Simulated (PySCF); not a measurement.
Question: Give a PBE0-D3(BJ)/def2-SVP geometry of InChI=1S/C4H7IO/c5-3-1-2-4-6/h1-2,6H,3-4H2/b2-1-.

Answer: 
```xyz
13
C4H7IO angstrom
O     -2.0495   -0.0770    1.6282
C     -1.0248   -0.7702    0.9639
C     -0.7920   -0.2111   -0.4056
C      0.3609    0.2485   -0.9142
C      1.6761    0.2281   -0.2378
I      2.1586    2.1891    0.6114
H     -1.7612    0.8372    1.7280
H     -1.3656   -1.8162    0.8832
H     -0.0903   -0.7882    1.5558
H     -1.6985   -0.1295   -1.0161
H      0.3476    0.6955   -1.9140
H      1.7378   -0.4578    0.6131
H      2.5058    0.0345   -0.9277
```

Any rigid rotation of these coordinates is as good. Atoms count from 1 in this order. The C–C distances run from 1.341 Å (C3=C4, drawn double) to 1.497 Å (C2–C3, drawn single), a spread of 0.156 Å. Of the pairs four or more bonds apart, H9···H12 is among the closest relative to their van der Waals radii: 2.08 Å, 87 % of the sum of Bondi's values.

Bonds between heavy atoms (Å): O1–C2 1.404, C2–C3 1.497, C3=C4 1.341, C4–C5 1.479, C5–I6 2.191.

Computed, not measured: PBE0-D3(BJ)/def2-SVP geometry optimisation, gas phase, def2 core potentials past Kr in PySCF 2.14.0.

Point group: C1 (no symmetry element, even within 0.4 Å). Stationary, but not proved a minimum. The numbers are those of one conformer (H–O1–C2–C3 -62°, O1–C2–C3–C4 124°, C3–C4–C5–I6 -100°).

Time: 2.8 min of wall time; peak memory 0.52 GiB. Hardware: Arm Neoverse V2, one thread (shared host). This is the geometry optimisation.
